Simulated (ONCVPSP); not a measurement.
**u(r) = r·R(r): atom against pseudo-atom (Ru (Z = 44))**

Columns: radius, all-electron u(r) and pseudo u(r) of the 4p shell (level -47.90 eV) of ruthenium in the configuration [Ar] 3d10 4s2 4p6 4d7 5p1; BLYP, scalar-relativistic, ONCV scheme, ONCVPSP 4.0.1.

```tsv
r (bohr)	all-electron	pseudo
0.105	0.2870	0.0334
0.210	-0.3655	0.1285
0.315	-0.5623	0.2714
0.420	-0.2820	0.4417
0.525	0.1563	0.6166
0.630	0.5545	0.7747
0.735	0.8391	0.8995
0.840	1.0037	0.9810
0.945	1.0685	1.0164
1.050	1.0606	1.0091
1.155	1.0056	0.9666
1.260	0.9239	0.8989
1.365	0.8299	0.8159
1.470	0.7333	0.7262
1.575	0.6398	0.6367
1.680	0.5529	0.5517
1.785	0.4742	0.4738
1.890	0.4043	0.4042
1.995	0.3431	0.3430
2.100	0.2900	0.2899
2.205	0.2443	0.2443
2.310	0.2053	0.2052
2.415	0.1721	0.1720
2.520	0.1440	0.1439
2.625	0.1202	0.1202
2.730	0.1003	0.1003
```

Problem. How many radial nodes do the two functions have?

Solution. The all-electron 4p function has n − l − 1 = 2; the pseudo-wave has 0, since the states of the same l below it are removed with the core.

Problem. At about which radius was the pseudo-wave matched?

Solution. 2.10 bohr. The columns agree to 0.0005 from 1.78 bohr on; several derivatives are matched, so the curves merge somewhat inside the radius.

Problem. Is the pseudo-wave norm-conserving?

Solution. Yes: the ONCV scheme keeps the norm inside the radius equal to the all-electron one, which fixes the energy derivative of the logarithmic derivative at the level.
